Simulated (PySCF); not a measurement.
Vibration and rotation of InSb

PBE0 constants of InSb, ³Σ⁻ (triplet), unpaired electrons π ↑↑ (PySCF, scalar-relativistic core potentials, basis sets In cc-pVTZ-PP with ECP28, Sb cc-pVTZ-PP with ECP28; masses 114.9039 and 120.9038 u):

```
ωe            : 145.0 cm⁻¹
ωexe          : 0.285 cm⁻¹
Be            : 0.032986 cm⁻¹
αe            : 9.51e-05 cm⁻¹
De to In + Sb : 1.70 eV
```

Q: What force constant and bond length do these constants imply?

A: Reduced mass μred = 58.914 u; k = 5.8918×10⁻⁷·μred·ωe² (u, cm⁻¹, mdyn/Å) = 0.730 mdyn/Å; Re = √(16.8576/(μred·Be)) (u, cm⁻¹, Å) = 2.945 Å.

Q: Estimate the centrifugal constant D from the Kratzer relation and find the Dunham coefficient a1.

A: D = 4Be³/ωe² = 6.83e-09 cm⁻¹; a1 = −1 − αeωe/(6Be²) = -3.11.

These are scalar-relativistic numbers at best; spin–orbit coupling would shift them, the dissociation energy most. The state was picked by a PBE0 search and need not be the measured ground state.
